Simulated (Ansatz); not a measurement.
Reactions of `C[Se][Al]([F])[Cl]`.

Isolated molecules relaxed with PBE0-D4/def2-TZVP in Ansatz; ΔE leaves out vibrations. CCSD(T)/CBS is the MP2 limit (def2-TZVPP, def2-QZVPP) plus CCSD(T) − MP2 in def2-TZVPP, frozen cores. This one scheme is used for every species. Double bonds are as drawn, so ΔE can hold a change between cis and trans. For Se outer-core shells are correlated without core-valence functions, which leaves a few kJ/mol of doubt a bond. Scalar relativity is left out up to krypton. One conformer a species, not always the lowest.

(1) Order these by ΔE at CCSD(T)/CBS, lowest first. (An estimate is asked.)
A. `C[Se][Al]([F])[Cl]` + `O/C=C\F` → `CO/C=C/F` + `[F][Al]([Cl])[SeH]`
B. `C[Se][Al]([F])[Cl]` + H–F → `C[Se][Al]([F])[F]` + HCl
C. `C[Se][Al]([F])[Cl]` + H–F → `[F][Al]([F])[Cl]` + `C[SeH]`
D. `C[Se][Al]([F])[Cl]` + HCl → `C[Se][Al]([Cl])[Cl]` + H–F

Largest T1 diagnostic: 0.013, for `O/C=C\F`.

## Answers

(1) C (-56.1 kJ/mol), B (-17.4 kJ/mol), D (+17.4 kJ/mol), A (+46.3 kJ/mol).
